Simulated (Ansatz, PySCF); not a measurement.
B(F)2(Et) (C2H5BF2), SMILES CCB(F)F. Atoms are numbered in the order given.

```xyz
10

B      0.0124     0.6069     0.0000
F     -1.3071     0.6975     0.0000
F      0.6722     1.7540     0.0000
C      0.7618    -0.7628     0.0000
C     -0.1215    -2.0033     0.0000
H      1.4443    -0.7552     0.8701
H      1.4443    -0.7552    -0.8701
H     -0.7761    -2.0310    -0.8843
H     -0.7761    -2.0310     0.8843
H      0.4740    -2.9285     0.0000
```
Charge 0, spin multiplicity 1.

The structure is a stationary point at PBE0-D3(BJ)/def2-SVP. The values are those of a single conformer.

Vertical ionisation energy (IE) and electron affinity (EA) in eV. Rows of orbital energies are one-electron estimates. Where ΔSCF, EOM or ADC give a negative EA the extra electron is unbound and the value depends on the basis.

| level | IE | EA |
|---|---|---|
| −ε(HOMO), −ε(LUMO), M06-2X/def2-TZVP (PySCF) | 10.79 | -1.16 |
| −ε(HOMO), −ε(LUMO), PBE/def2-TZVP (PySCF) | 7.88 | 0.67 |
| ΔSCF, CAM-B3LYP/def2-SVPD (Ansatz), final states of multiplicity 2 and 2 | ? | ? |
| ΔSCF, PBE/def2-SVPD (Ansatz), final states of multiplicity 2 and 2 | 11.35 | -1.23 |

### Question
Some entries are withheld; supply them. (An estimate is asked for; the answer gives what the named calculation found.)

### Answer

- ΔSCF, CAM-B3LYP/def2-SVPD (Ansatz, an electronic-structure program), final states of multiplicity 2 and 2, IE: 12.07
- ΔSCF, CAM-B3LYP/def2-SVPD (Ansatz), final states of multiplicity 2 and 2, EA: -1.45

### Question
What vertical singlet–triplet gap does ΔSCF give with CAM-B3LYP/def2-SVPD (Ansatz) and with PBE/def2-SVPD (Ansatz)? (Estimate from the structure and the level; the computed values follow.)

### Answer
7.66 and 7.03 eV (triplet above singlet where positive).
